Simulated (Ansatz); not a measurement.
This singlet lies 0.82 eV below the relaxed triplet at the level frozen-core CCSD(T)/cc-pVTZ // PBE0-D3(BJ)/def2-TZVP (Ansatz, a quantum-chemistry and plane-wave program).

These are PBE0-D3(BJ)/def2-TZVP (Ansatz) values and carry that method's errors. No frequencies were computed at this level.

Ansatz 0.2 input:
```yaml
crystal:
  periodic: [false, false, false]
  atoms:
    - { symbol: B, position_ang: [1.482875, -0.00594, 0.025856] }
    - { symbol: Ge, position_ang: [-0.169116, 0.040241, 1.206053] }
    - { symbol: N, position_ang: [-1.683312, -0.01471, 0.134731] }
    - { symbol: H, position_ang: [2.014571, -1.025331, -0.26326] }
    - { symbol: H, position_ang: [1.902973, 1.057825, -0.282043] }
    - { symbol: H, position_ang: [-1.726968, -0.897912, -0.397079] }
    - { symbol: H, position_ang: [-1.821024, 0.845827, -0.424258] }
basis:
  gaussian: { orbitals: def2-tzvp }
hamiltonian:
  xc: pbe0
  dispersion: d3bj
relax:
  max_steps: 150
```

Output:

```
Functional definition: PBE0
901 factors; their error is unknown
mean field evaluation 1: about -58729.7920 eV, gradient 6.2e1 eV
mean field evaluation 2: about -58688.3422 eV, gradient 1.2e2 eV
mean field evaluation 4: about -58737.5000 eV, gradient 1.1e1 eV
mean field evaluation 8: about -58737.9685 eV, gradient 2.9e-1 eV
mean field evaluation 16: about -58738.2371 eV, gradient 2.7e-3 eV
mean field -58738.23709709 eV, -2158.5903991109 hartree, gradient 1.6e-5 eV, S^2 0.000000; 0 other end points of the search recorded, 0 dependent functions left out
reference -58738.23712579 eV, -2158.5904001658 hartree; 24, 24 occupied and 110, 110 virtual orbitals, 901 factors
relax step   1: F+E_penalty+E_count = -58738.34276015 eV  Δ(F+E_penalty+E_count) = +0.000e0 eV  max|allowed force component| = 1.150e0 eV/Å  Δτ_max = 0.0000 Å  (32 SCF iters, accepted)
these checks for a lower state are left out or cut short: starts, cluster_reference, orbital_swaps, neighbouring_geometries, increment
901 factors; their error is unknown
mean field -58738.35877628 eV, -2158.5948707386 hartree, gradient 2.2e-5 eV, S^2 0.000000; 0 other end points of the search recorded, 0 dependent functions left out
reference -58738.35880489 eV, -2158.5948717903 hartree; 24, 24 occupied and 110, 110 virtual orbitals, 901 factors
relax step   2: F+E_penalty+E_count = -58738.46514072 eV  Δ(F+E_penalty+E_count) = -1.224e-1 eV  max|allowed force component| = 1.256e0 eV/Å  Δτ_max = 0.1944 Å  (38 SCF iters, accepted)
these checks for a lower state are left out or cut short: starts, cluster_reference, orbital_swaps, neighbouring_geometries, increment
901 factors; their error is unknown
mean field evaluation 32: about -58738.2566 eV, gradient 1.2e-2 eV
mean field -58738.52466410 eV, -2158.6009670038 hartree, gradient 1.8e-5 eV, S^2 0.000000; 0 other end points of the search recorded, 0 dependent functions left out
reference -58738.52469262 eV, -2158.6009680516 hartree; 24, 24 occupied and 110, 110 virtual orbitals, 901 factors
relax step   3: F+E_penalty+E_count = -58738.63059019 eV  Δ(F+E_penalty+E_count) = -1.654e-1 eV  max|allowed force component| = 2.457e0 eV/Å  Δτ_max = 0.1947 Å  (36 SCF iters, accepted)
these checks for a lower state are left out or cut short: starts, cluster_reference, orbital_swaps, neighbouring_geometries, increment
901 factors; their error is unknown
mean field -58738.73246773 eV, -2158.6086036463 hartree, gradient 1.7e-5 eV, S^2 0.000000; 0 other end points of the search recorded, 0 dependent functions left out
reference -58738.73249611 eV, -2158.6086046893 hartree; 24, 24 occupied and 110, 110 virtual orbitals, 901 factors
relax step   4: F+E_penalty+E_count = -58738.83819090 eV  Δ(F+E_penalty+E_count) = -2.076e-1 eV  max|allowed force component| = 1.147e0 eV/Å  Δτ_max = 0.2000 Å  (36 SCF iters, accepted)
these checks for a lower state are left out or cut short: starts, cluster_reference, orbital_swaps, neighbouring_geometries, increment
901 factors; their error is unknown
mean field -58738.84672319 eV, -2158.6128024570 hartree, gradient 1.7e-5 eV, S^2 0.000000; 0 other end points of the search recorded, 0 dependent functions left out
reference -58738.84675126 eV, -2158.6128034886 hartree; 24, 24 occupied and 110, 110 virtual orbitals, 901 factors
relax step   5: F+E_penalty+E_count = -58738.95257194 eV  Δ(F+E_penalty+E_count) = -1.144e-1 eV  max|allowed force component| = 1.708e0 eV/Å  Δτ_max = 0.1998 Å  (38 SCF iters, accepted)
these checks for a lower state are left out or cut short: starts, cluster_reference, orbital_swaps, neighbouring_geometries, increment
901 factors; their error is unknown
mean field -58739.09811874 eV, -2158.6220410730 hartree, gradient 1.7e-5 eV, S^2 0.000000; 0 other end points of the search recorded, 0 dependent functions left out
reference -58739.09814662 eV, -2158.6220420977 hartree; 24, 24 occupied and 110, 110 virtual orbitals, 901 factors
relax step   6: F+E_penalty+E_count = -58739.20525898 eV  Δ(F+E_penalty+E_count) = -2.527e-1 eV  max|allowed force component| = 8.166e-1 eV/Å  Δτ_max = 0.2000 Å  (37 SCF iters, accepted)
these checks for a lower state are left out or cut short: starts, cluster_reference, orbital_swaps, neighbouring_geometries, increment
901 factors; their error is unknown
mean field evaluation 64: about -58739.1824 eV, gradient 2.8e-1 eV
mean field -58739.18282980 eV, -2158.6251541469 hartree, gradient 2.1e-5 eV, S^2 0.000000; 0 other end points of the search recorded, 0 dependent functions left out
reference -58739.18285750 eV, -2158.6251551651 hartree; 24, 24 occupied and 110, 110 virtual orbitals, 901 factors
relax step   7: F+E_penalty+E_count = -58739.29062658 eV  Δ(F+E_penalty+E_count) = -8.537e-2 eV  max|allowed force component| = 5.047e-1 eV/Å  Δτ_max = 0.1362 Å  (32 SCF iters, accepted)
these checks for a lower state are left out or cut short: starts, cluster_reference, orbital_swaps, neighbouring_geometries, increment
901 factors; their error is unknown
mean field -58739.15330831 eV, -2158.6240692522 hartree, gradient 2.0e-5 eV, S^2 0.000000; 0 other end points of the search recorded, 0 dependent functions left out
reference -58739.15333655 eV, -2158.6240702901 hartree; 24, 24 occupied and 110, 110 virtual orbitals, 901 factors
relax step   8: F+E_penalty+E_count = -58739.25930222 eV  Δ(F+E_penalty+E_count) = +3.132e-2 eV  max|allowed force component| = 1.072e0 eV/Å  Δτ_max = 0.2000 Å  (35 SCF iters, rejected (line search))
these checks for a lower state are left out or cut short: starts, cluster_reference, orbital_swaps, neighbouring_geometries, increment
901 factors; their error is unknown
mean field -58739.24883930 eV, -2158.6275799515 hartree, gradient 1.0e-5 eV, S^2 0.000000; 0 other end points of the search recorded, 0 dependent functions left out
reference -58739.24886725 eV, -2158.6275809785 hartree; 24, 24 occupied and 110, 110 virtual orbitals, 901 factors
relax step   9: F+E_penalty+E_count = -58739.35645378 eV  Δ(F+E_penalty+E_count) = -6.583e-2 eV  max|allowed force component| = 2.340e-1 eV/Å  Δτ_max = 0.1000 Å  (31 SCF iters, accepted)
these checks for a lower state are left out or cut short: starts, cluster_reference, orbital_swaps, neighbouring_geometries, increment
901 factors; their error is unknown
mean field -58739.27755501 eV, -2158.6286352344 hartree, gradient 2.6e-5 eV, S^2 0.000000; 0 other end points of the search recorded, 0 dependent functions left out
reference -58739.27758312 eV, -2158.6286362672 hartree; 24, 24 occupied and 110, 110 virtual orbitals, 901 factors
relax step  10: F+E_penalty+E_count = -58739.38424434 eV  Δ(F+E_penalty+E_count) = -2.779e-2 eV  max|allowed force component| = 2.836e-1 eV/Å  Δτ_max = 0.0996 Å  (31 SCF iters, accepted)
these checks for a lower state are left out or cut short: starts, cluster_reference, orbital_swaps, neighbouring_geometries, increment
901 factors; their error is unknown
mean field evaluation 96: about -58739.2818 eV, gradient 1.7e-5 eV
mean field -58739.28176062 eV, -2158.6287897875 hartree, gradient 1.7e-5 eV, S^2 0.000000; 0 other end points of the search recorded, 0 dependent functions left out
reference -58739.28178888 eV, -2158.6287908263 hartree; 24, 24 occupied and 110, 110 virtual orbitals, 901 factors
relax step  11: F+E_penalty+E_count = -58739.38751234 eV  Δ(F+E_penalty+E_count) = -3.268e-3 eV  max|allowed force component| = 4.187e-1 eV/Å  Δτ_max = 0.1498 Å  (31 SCF iters, accepted)
these checks for a lower state are left out or cut short: starts, cluster_reference, orbital_swaps, neighbouring_geometries, increment
901 factors; their error is unknown
mean field -58739.29198199 eV, -2158.6291654159 hartree, gradient 1.4e-5 eV, S^2 0.000000; 0 other end points of the search recorded, 0 dependent functions left out
reference -58739.29201031 eV, -2158.6291664567 hartree; 24, 24 occupied and 110, 110 virtual orbitals, 901 factors
relax step  12: F+E_penalty+E_count = -58739.39753300 eV  Δ(F+E_penalty+E_count) = -1.002e-2 eV  max|allowed force component| = 1.341e-1 eV/Å  Δτ_max = 0.0573 Å  (31 SCF iters, accepted)
these checks for a lower state are left out or cut short: starts, cluster_reference, orbital_swaps, neighbouring_geometries, increment
901 factors; their error is unknown
mean field -58739.28951924 eV, -2158.6290749117 hartree, gradient 2.1e-5 eV, S^2 0.000000; 0 other end points of the search recorded, 0 dependent functions left out
reference -58739.28954760 eV, -2158.6290759537 hartree; 24, 24 occupied and 110, 110 virtual orbitals, 901 factors
relax step  13: F+E_penalty+E_count = -58739.39493886 eV  Δ(F+E_penalty+E_count) = +2.594e-3 eV  max|allowed force component| = 1.024e-1 eV/Å  Δτ_max = 0.0544 Å  (30 SCF iters, rejected (line search))
these checks for a lower state are left out or cut short: starts, cluster_reference, orbital_swaps, neighbouring_geometries, increment
901 factors; their error is unknown
mean field -58739.29355627 eV, -2158.6292232696 hartree, gradient 1.7e-5 eV, S^2 0.000000; 0 other end points of the search recorded, 0 dependent functions left out
reference -58739.29358463 eV, -2158.6292243119 hartree; 24, 24 occupied and 110, 110 virtual orbitals, 901 factors
relax step  14: F+E_penalty+E_count = -58739.39893833 eV  Δ(F+E_penalty+E_count) = -1.405e-3 eV  max|allowed force component| = 4.336e-2 eV/Å  Δτ_max = 0.0265 Å  (34 SCF iters, accepted)
these checks for a lower state are left out or cut short: starts, cluster_reference, orbital_swaps, neighbouring_geometries, increment
901 factors; their error is unknown
mean field -58739.29459899 eV, -2158.6292615889 hartree, gradient 1.8e-5 eV, S^2 0.000000; 0 other end points of the search recorded, 0 dependent functions left out
reference -58739.29462744 eV, -2158.6292626344 hartree; 24, 24 occupied and 110, 110 virtual orbitals, 901 factors
relax step  15: F+E_penalty+E_count = -58739.39969342 eV  Δ(F+E_penalty+E_count) = -7.551e-4 eV  max|allowed force component| = 3.300e-2 eV/Å  Δτ_max = 0.0488 Å  (31 SCF iters, accepted)
these checks for a lower state are left out or cut short: starts, cluster_reference, orbital_swaps, neighbouring_geometries, increment
901 factors; their error is unknown
mean field evaluation 128: about -58739.2946 eV, gradient 2.4e-1 eV
mean field -58739.29465799 eV, -2158.6292637571 hartree, gradient 1.6e-5 eV, S^2 0.000000; 0 other end points of the search recorded, 0 dependent functions left out
reference -58739.29468643 eV, -2158.6292648023 hartree; 24, 24 occupied and 110, 110 virtual orbitals, 901 factors
relax step  16: F+E_penalty+E_count = -58739.39976576 eV  Δ(F+E_penalty+E_count) = -7.235e-5 eV  max|allowed force component| = 2.530e-2 eV/Å  Δτ_max = 0.0049 Å  (34 SCF iters, accepted)
these checks for a lower state are left out or cut short: starts, cluster_reference, orbital_swaps, neighbouring_geometries, increment
901 factors; their error is unknown
mean field -58739.29468687 eV, -2158.6292648187 hartree, gradient 1.4e-5 eV, S^2 0.000000; 0 other end points of the search recorded, 0 dependent functions left out
reference -58739.29471531 eV, -2158.6292658638 hartree; 24, 24 occupied and 110, 110 virtual orbitals, 901 factors
relax step  17: F+E_penalty+E_count = -58739.39981030 eV  Δ(F+E_penalty+E_count) = -4.454e-5 eV  max|allowed force component| = 9.222e-3 eV/Å  Δτ_max = 0.0021 Å  (25 SCF iters, accepted)
901 factors; their error is unknown
mean field -58739.29468687 eV, -2158.6292648187 hartree, gradient 1.7e-5 eV, S^2 0.000000; 1 other end points of the search recorded, 0 dependent functions left out
reference -58739.29471531 eV, -2158.6292658638 hartree; 24, 24 occupied and 110, 110 virtual orbitals, 901 factors
Total energy: -58739.39983874 eV, -2158.6331290785 hartree
Atom 0 at     1.485931    -0.073413     0.036879 Å, force    -0.001067    -0.008220     0.000136 eV/Å
Atom 1 at    -0.196475     0.353732     1.183420 Å, force     0.001355    -0.001723    -0.009222 eV/Å
Atom 2 at    -1.516637     0.078176    -0.030553 Å, force     0.007635     0.000879     0.005543 eV/Å
Atom 3 at     2.002299    -1.157684     0.068319 Å, force    -0.002759     0.008526     0.000500 eV/Å
Atom 4 at     2.118187     0.796536    -0.497678 Å, force    -0.002043    -0.000106     0.002837 eV/Å
Atom 5 at    -1.412987    -0.204168    -0.990671 Å, force     0.001120    -0.000395    -0.000037 eV/Å
Atom 6 at    -2.480320     0.206821     0.230283 Å, force    -0.004241     0.001040     0.000242 eV/Å
Dipole moment:    -0.236431    -0.061240    -0.259404 e Å
```

Cost: very roughly 40 core-seconds.
